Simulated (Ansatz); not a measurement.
Cost and result for the atomization energy of C$_{2}$H$_{5}$BFN, SMILES `C=C(N)BF` (10 atoms, 9 bonds).

```xyz
10

C     0.490   -0.187    1.302
C    -0.086   -0.038    0.093
N    -1.258   -0.648   -0.301
B     0.623    0.917   -0.894
F     0.146    1.041   -2.129
H     1.382    0.375    1.540
H     0.096   -0.848    2.069
H    -1.427   -0.700   -1.290
H    -1.568   -1.453    0.215
H     1.601    1.542   -0.604
```

Charge 0, multiplicity 1. The geometry is a stationary point of PBE0-D4/def2-TZVP. It is one conformer, not always the lowest. Program: Ansatz. All runs use 2 threads of an Arm Neoverse V2 on a shared host. Times are those of one run each, without the atoms' runs, and a repeat can differ threefold. Electronic energies, without spin–orbit coupling; frozen cores. CCSD(T)/CBS adds CCSD(T) − MP2 in def2-TZVPP to the MP2 limit, and its time is that of the two runs behind it. T1 = 0.013; the RHF reference is unstable towards UHF. HSE06 is the plane-wave form, built on full-range PBE exchange.

CCSD(T)/CBS is a level of theory with its own doubt, some kJ/mol a heavy atom from the limit and from the frozen cores, so smaller differences don't rank the functionals.

```json
{"level": "LDA (SPW92)/def2-TZVPP", "functions": "225", "wall time": "1.4 s"}
{"level": "revPBE-D4/def2-TZVPP", "functions": "225", "wall time": "2.2 s"}
{"level": "BLYP-D4/def2-TZVPP", "functions": "225", "wall time": "2.5 s"}
{"level": "HSE06-D4/def2-TZVPP", "functions": "225", "wall time": "3.2 s"}
{"level": "CAM-B3LYP-D4/def2-TZVPP", "functions": "225", "wall time": "3.3 s"}
{"level": "CCSD(T)/def2-SVP", "functions": "95", "wall time": "5.5 s"}
{"level": "B2PLYP/def2-TZVPP", "functions": "225", "wall time": "7 s"}
{"level": "PBE-QIDH/def2-TZVPP", "functions": "225", "wall time": "7 s"}
{"level": "ωB97X-V/def2-TZVPP", "functions": "225", "wall time": "8.5 s"}
{"level": "B97M-V/def2-TZVPP", "functions": "225", "wall time": "10 s"}
{"level": "MP2/def2-QZVPP", "functions": "435", "wall time": "27 s"}
{"level": "CCSD(T)/def2-TZVPP", "functions": "225", "wall time": "2.3 min"}
{"level": "CCSD(T)/CBS(def2)", "functions": "–", "wall time": "2.8 min"}
```

(1) What atomization energy does each give, and how far from CCSD(T)/CBS? (An estimate is asked.)

Answers

(1) The calculation gave: 
```tsv
level	atomization (kJ/mol)	difference from CCSD(T)/CBS	per bond
LDA (SPW92)/def2-TZVPP	4716.8	647.1	71.9
revPBE-D4/def2-TZVPP	4096.7	27.0	3.0
BLYP-D4/def2-TZVPP	4117.8	48.1	5.4
HSE06-D4/def2-TZVPP	4119.0	49.3	5.5
CAM-B3LYP-D4/def2-TZVPP	4121.6	51.9	5.8
CCSD(T)/def2-SVP	3880.9	-188.8	-21.0
B2PLYP/def2-TZVPP	4060.8	-8.9	-1.0
PBE-QIDH/def2-TZVPP	4065.5	-4.2	-0.5
ωB97X-V/def2-TZVPP	4087.4	17.7	2.0
B97M-V/def2-TZVPP	4095.5	25.8	2.9
MP2/def2-QZVPP	4120.4	50.7	5.6
CCSD(T)/def2-TZVPP	3964.7	-105.0	-11.7
CCSD(T)/CBS(def2)	4069.7	0.0	0.0
```

At CCSD(T), def2-SVP lies −188.8 kJ/mol from the extrapolated value and def2-TZVPP −104.9 kJ/mol: correlation converges slowly with the basis, and small sets miss more of it in the bonded molecule than in its fragments. From BLYP to BHLYP (50 % exact exchange), in def2-TZVPP and without D4, the atomization energy moves by −132.5 kJ/mol: exact exchange takes away binding that semilocal exchange gives to molecules. In def2-TZVPP, CCSD(T) changes the Hartree–Fock value by +983.6 kJ/mol (the triples alone add +65.8 kJ/mol) and MP2 by +1076.9 kJ/mol; breaking electron pairs costs correlation energy, which Hartree–Fock lacks.
